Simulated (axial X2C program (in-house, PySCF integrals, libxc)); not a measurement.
SrBr⁺: from Re and ωe to a spectrum

A bond curve at the CCSD(T) level, 2c, was computed with an in-house relativistic program for diatomic molecules (basis Sr dyall-cv3z [13s12p8d5f1g], Br dyall-cv3z [8s9p6d4f1g] (cores contracted in-house)) for the state Ω = 0 (closed shell). Its fit gives Re = 2.6775 Å, ωe = 253.8 cm⁻¹, ωexe = 0.458 cm⁻¹ and αe = 1.530e-04 cm⁻¹; the masses are 87.9056 and 78.9183 u. Two-component means X2C with spin–orbit coupling and atomic mean-field Coulomb and Gaunt terms.

Correlated methods: 8 electrons correlated (number of frozen shells: Sr 4 s, 3 p, 1 d; Br 3 s, 2 p, 1 d), 278 virtual spin orbitals or spinors in MP2, 78 natural virtuals in coupled cluster.

(1) Find the reduced mass, Be and the force constant.

(2) Estimate the centrifugal constant by the Kratzer relation.

(3) A Morse curve ties αe to the other constants (Pekeris). How well does that hold?

(4) Estimate De from a Morse curve and compare with the computed well depth of 3.601 eV to Sr+ + Br.

(5) Where do the fundamental and the first overtone lie?

The state is one determinant whose occupation by symmetry is held fixed; it was picked as the lowest of a PBE0 search that is not exhaustive. Dissociation energies refer to the lowest single-determinant-based atoms at the same level and basis. Coupled cluster ran in a truncated set of natural virtual spinors; the MP2 energy of the rest was added. (T) has no such correction and the atoms are truncated less, which lowers De at CCSD(T) by a hundredth of an eV or more. The outer-core s and p shells of the metal are frozen in the correlated rows, which leaves out core–valence correlation; for alkali and alkaline-earth bonds that tends to lengthen them. With the outer-core shells frozen, correlated bond lengths of heavy atoms tend to come out a few hundredths of an ångström too long.

## Answers

(1) From the CCSD(T) values: μ = 41.5849 u. Be = 16.8576/(μ Re²) = 0.05655 cm⁻¹. k = 5.8918×10⁻⁷ μ ωe² = 1.58 mdyn/Å.

(2) D = 4Be³/ωe² = 1.12e-08 cm⁻¹.

(3) αe(Morse) = 6Be²/ωe × (√(ωexe/Be) − 1) = 1.395e-04 cm⁻¹; the CCSD(T) curve gives 1.530e-04 cm⁻¹, a ratio of 0.91.

(4) De(Morse) = ωe²/(4ωexe) = 4.359 eV against 3.601 eV computed, a ratio of 1.21. The extrapolation overshoots: the well softens faster than a Morse curve, or the lowest atomic limit lies below the one to which the curve heads.

(5) ν(1←0) = ωe − 2ωexe = 252.9 cm⁻¹; ν(2←0) = 2ωe − 6ωexe = 504.9 cm⁻¹.
